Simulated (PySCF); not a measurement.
3,3,3-trifluoropropanal, C3H3F3O.
SMILES with atom numbers: `[O:1]=[CH:2][CH2:3][C:4]([F:5])([F:6])[F:7]` (hydrogens: H8 on C2; H9, H10 on C3)

Computed by this run: PBE0-D3(BJ)/def2-SVP geometry optimisation, gas phase (PySCF 2.14.0); density fitting, grid level 2; the optimiser is geomeTRIC in internal coordinates, started from a GFN2-xTB structure.

Geometry at step 0:
```
atom  x, y, z in Å
O1      2.3360    0.8575   -0.1018
C2      1.1724    0.8203    0.1527
C3      0.3638   -0.4614    0.2404
C4     -1.0465   -0.2767   -0.2868
F5     -1.0666    0.0722   -1.5784
F6     -1.7685   -1.3998   -0.1780
F7     -1.7156    0.6762    0.3789
H8      0.5839    1.7293    0.3691
H9      0.2928   -0.7495    1.2937
H10     0.8571   -1.2635   -0.3123
```

Task: Give the atomic forces at this geometry.

Result: 
```csv
atom,Fx (eV/Å),Fy (eV/Å),Fz (eV/Å)
O1,0.527,-0.011,-0.107
C2,-0.421,-0.482,0.033
C3,-0.366,0.440,-0.403
C4,-0.510,-0.240,-0.064
F5,0.289,0.004,0.149
F6,0.276,0.075,0.061
F7,0.282,-0.017,0.062
H8,-0.160,0.473,0.098
H9,-0.053,-0.087,0.261
H10,0.135,-0.155,-0.088
```

The largest, 0.70 eV/Å, acts on C3; the rms over all components is 0.269 eV/Å. The forces sum to zero within rounding, as they must for an isolated molecule in no field.

Task: Give the force on C3 in Eh/bohr and in nN.

Result: 0.700 eV/Å ÷ 51.422 = 0.01361 Eh/bohr, and 0.700 eV/Å × 1.602 = 1.12 nN.

Task: How far is this geometry from the end of the optimisation?

Result: 0.021 eV above it, and 0.058 Å rms away after alignment. The bonds farthest from their final lengths, with half the difference of the two atoms' forces along the bond (positive lengthens):

```
  bond  now (Å)  final (Å)  force along bond (eV/Å)
 C2–H8    1.104      1.119                    +0.33
 C3–C4    1.517      1.508                    -0.03
 C3–H9    1.094      1.103                    +0.38
 C4–F6    1.340      1.332                    -0.34
 O1=C2    1.192      1.198                    +0.49
C3–H10    1.092      1.098                    +0.25
```

The angle farthest from its final value is C3–C2–H8, 113.6° against 115.1°.

What follows is the cost of the whole optimisation. Hardware: an Arm Neoverse V1 with one thread, shared host. Cost: 39 s of wall time, 0.65 GiB resident at most.
